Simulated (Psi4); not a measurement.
Cl3OTa, triplet, geometry from GFN2-xTB (such geometries of metal compounds can be far from the true shape) (the multiplicity is a formal guess) (core potentials on Ta), with bond 4-1 at 1.6 times its length. Base run: B3LYP/def2-SV(P) (Psi4).

The Psi4 input:
```
memory 2 GB

molecule mol {
0 3
Ta    0.310121    0.122858   -0.127814
O     1.498902    1.139606   -0.791893
Cl    1.248628   -1.335208    1.282528
Cl   -2.817989   -2.004947   -0.457866
Cl   -1.640743    1.478374   -0.026926
}

set {
  basis def2-sv(p)
  reference uks
}

energy('b3lyp')
print_variables()
```

Variants of this job, named by their change:

```tsv
change	ΔE vs base (mEh)	SCF cycles	grid points	basis functions	outcome
base	0.000	16	108445	93	converged
scf_type = mem_df	0.000	16	108445	93	converged
guess = core	0.000	28	108445	93	converged
dft_spherical_points = 974	-0.025	16	348272	93	converged
dft_nuclear_scheme = becke	0.122	16	107943	93	converged
dft_basis_tolerance = 1e-8	0.000	16	106565	93	converged
guess = modhuckel	0.000	20	108445	93	converged
damping_percentage = 20	-	-	-	93	not converged
scf_initial_accelerator = none	0.000	16	108445	93	converged
guess = sapgau	3.001	46	108445	93	another SCF solution
guess = huckel	-0.001	19	108445	93	converged
guess = gwh	0.000	30	108445	93	converged
dft_radial_points = 50	0.206	16	73408	93	converged
```

A guess, shift, damping, solver or small numerical setting can't move a converged solution much, so rows marked as another SCF solution ended in a different state.

Open shells are given as the SCF converged; they aren't shown to be the lowest states, and a large step between rows can be another state.
